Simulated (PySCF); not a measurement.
Method: CAM-B3LYP-D3(BJ)/def2-TZVP (PySCF). Gas-phase values, no solvent. One relaxed conformer stands for a flexible species; it need not be the lowest. Excitations are Tamm–Dancoff values on a coarser integration grid. The basis has no diffuse functions, so Rydberg states are missing or too high.

Reference species (SMILES): `C(=C)(C(C)=C)B` (neutral, multiplicity 1).

The HOMO is -8.19 eV and the T1 excitation (TDA) is 3.03 eV. The S1 excitation (TDA) is 4.80 eV.

After one change: the HOMO falls by 0.19 eV; the T1 excitation (TDA) drops by 0.30 eV; the S1 excitation (TDA) rises by 0.24 eV.

Problem. What was changed between the two runs? The new species is one of these.
A) `B/C=C\C(=C)C`
B) `BC(=C)/C=C\C`
C) `B/C=C\C=C/C`
D) `B/C(C=C)=C/C`

Solution. A, `B/C=C\C(=C)C`
